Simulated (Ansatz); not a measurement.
The pair A = C2H4 (SMILES C=C) (first 6 atoms), B = H4OSi (SMILES O[SiH3]); geometry from B3LYP-D3(BJ)/def2-TZVP.
(charge 0, multiplicity 1):
```xyz
12

C      0.636     0.577     0.249
C     -0.040    -0.560     0.147
H      0.164     1.491     0.590
H      1.686     0.641    -0.009
H      0.429    -1.473    -0.198
H     -1.092    -0.622     0.401
O      0.674    -0.503     3.401
Si    -0.641     0.235     4.066
H      0.750    -0.463     2.439
H     -0.672     1.689     3.761
H     -0.540     0.036     5.526
H     -1.913    -0.352     3.570
```

Frozen-core correlation. MP2 and its Hartree–Fock in aug-cc-pV(T+d)Z are density fitted.

Programs: Ansatz (Gaussian orbitals). Values without a source in brackets are computed.

The counterpoise-corrected interaction energy is E(AB) − E(A in the pair's basis) − E(B in the pair's basis). Total energies (hartree):

```
level                              AB  A in the pair's basis  B in the pair's basis
-----------------------  ------------  ---------------------  ---------------------
HF/aug-cc-pV(D+d)Z       -444.2210502            -78.0440328           -366.1759608
MP2/aug-cc-pV(D+d)Z      -444.8278129            -78.3294153           -366.4934758
HF/aug-cc-pV(T+d)Z       -444.2793837            -78.0648952           -366.2133198
MP2/aug-cc-pV(T+d)Z      -445.0095996            -78.4049147           -366.5989299
CCSD(T)/aug-cc-pV(D+d)Z  -444.9042703            -78.3697286           -366.5300493
```

Q: Work out the counterpoise-corrected interaction energy at the basis-set limit: extrapolate the MP2 correlation part as X⁻³, take Hartree–Fock from the larger set, and add the CCSD(T) − MP2 difference of aug-cc-pV(D+d)Z.

A: 
1. Differences (1 hartree = 627.509 kcal/mol): HF/aug-cc-pV(D+d)Z -0.663; MP2/aug-cc-pV(D+d)Z -3.088; HF/aug-cc-pV(T+d)Z -0.733; MP2/aug-cc-pV(T+d)Z -3.611; CCSD(T)/aug-cc-pV(D+d)Z -2.819.
2. Correlation parts, MP2 less HF: -2.425 in aug-cc-pV(D+d)Z (X = 2), -2.878 in aug-cc-pV(T+d)Z (X = 3).
3. Limit (3³·(-2.878) − 2³·(-2.425))/(3³ − 2³) = -3.069; with HF/aug-cc-pV(T+d)Z it gives -3.802.
4. CCSD(T) less MP2 in aug-cc-pV(D+d)Z: 0.269.
Result: -3.53 kcal/mol, against -3.09 at MP2/aug-cc-pV(D+d)Z. It is an estimate of this method's limit, not of the exact value.

Ansatz is a first-principles code.
